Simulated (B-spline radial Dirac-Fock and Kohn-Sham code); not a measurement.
**Relativistic shifts of the levels of O²⁺**

System: the O²⁺ ion, [He] 2s2 2p2.

Both columns are ΔSCF binding energies of the configuration average from an atomic code on a B-spline grid: non-relativistic Hartree-Fock with a point nucleus, and Dirac-Fock with a finite nucleus and the Coulomb interaction alone, averaged over the two j levels with weights 2j+1.

| shell | Hartree-Fock (eV) | Dirac-Fock (eV) | shift (eV) | shift (%) |
| --- | --- | --- | --- | --- |
| 1s | 595.4 | 595.9 | +0.46 | +0.08 |
| 2s | 66.53 | 66.60 | +0.07 | +0.10 |
| 2p | 53.17 | 53.16 | -0.01 | -0.01 |

Relativity binds 1s, 2s more strongly, among those listed most of all 2s in relative terms, and 2p more weakly.

Values without a named source are computed, but for edge energies of neutral atoms, which are taken from tables.
